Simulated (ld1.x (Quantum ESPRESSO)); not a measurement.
# silicon: variants of one TM potential

Base potential:

| Item | Value |
| --- | --- |
| Element | silicon |
| Generator | ld1.x (Quantum ESPRESSO) 7.5 |
| Type | norm-conserving Troullier–Martins (Kleinman–Bylander form) |
| Functional | PBE |
| Relativity | scalar-relativistic |
| Frozen core | [Ne] |
| Valence charge | 4 |
| Reference configuration | 3s1 3p3 |
| Partial waves | 3s (bound): rc 1.45 bohr; 3p (bound): rc 1.65 bohr; 3d channel at 0.2 Ry: rc 1.45 bohr |
| Local potential | all-electron potential smoothed inside 1.55 bohr (lloc = -2) |
| Core correction | Bessel-smoothed model core inside 0.75 bohr |

Cutoffs, loose and tight: the cutoffs (Ry, on a coarse ladder) from which the occupation-weighted sum of valence levels, in a spherical-Bessel basis at the reference potential, stays within 10 and 1 mRy of its value at 400 Ry. They do not see the model core or the augmentation charge, which bear on the density cutoff. Test errors are all-electron minus pseudo excitation energies from the reference, over the configurations 3s2 3p2; 3s2 3p1; 3s2 3p0; 3s2 3p2.3; 3s1 3p2; 3s1 3p0; 3s2 3p1.5. A dash means not determined; rows that change the core or the reference have their own tests.

| change | outcome | cutoff, loose | cutoff, tight | bound ghosts | largest test error (meV) |
| --- | --- | --- | --- | --- | --- |
| base | generated | 15 Ry | 40 Ry | none | +53 |
| all radii but the core radius scaled by about 1.14 (s 1.66, p 1.88, d 1.66 bohr); local potential all-electron potential smoothed inside 1.76 bohr (lloc = -2) | generated | 12 Ry | 35 Ry | none | +55 |
| non-relativistic | generated | 15 Ry | 40 Ry | none | +55 |
| local potential all-electron potential smoothed inside 1.25 bohr (lloc = -2) | generated | 15 Ry | 40 Ry | none | +64 |
| wave 3p (bound): rc 1.65 bohr becomes 3p (bound): rc 1.54 bohr | generated | 35 Ry | 60 Ry | none | +50 |
| wave 3d channel at 0.2 Ry: rc 1.45 bohr becomes 3d channel at 0.2 Ry: rc 1.68 bohr | generated | 15 Ry | 40 Ry | none | +53 |
| wave 3d channel at 0.2 Ry: rc 1.45 bohr becomes 3d channel at -0.18 Ry: rc 1.45 bohr | generated | 15 Ry | 40 Ry | none | +53 |
| local potential all-electron potential smoothed inside 1.66 bohr (lloc = -2) | generated | 15 Ry | 40 Ry | none | +53 |

Q: What comes out with this change to the base: core correction Bessel-smoothed model core inside 1.74 bohr?

A: outcome: generated; cutoff, loose: 15 Ry; cutoff, tight: 40 Ry; bound ghosts: none; largest test error (meV): +77.

Q: What comes out with this change to the base: functional LDA (PZ)?

A: outcome: generated; cutoff, loose: 15 Ry; cutoff, tight: 45 Ry; bound ghosts: none; largest test error (meV): +64.
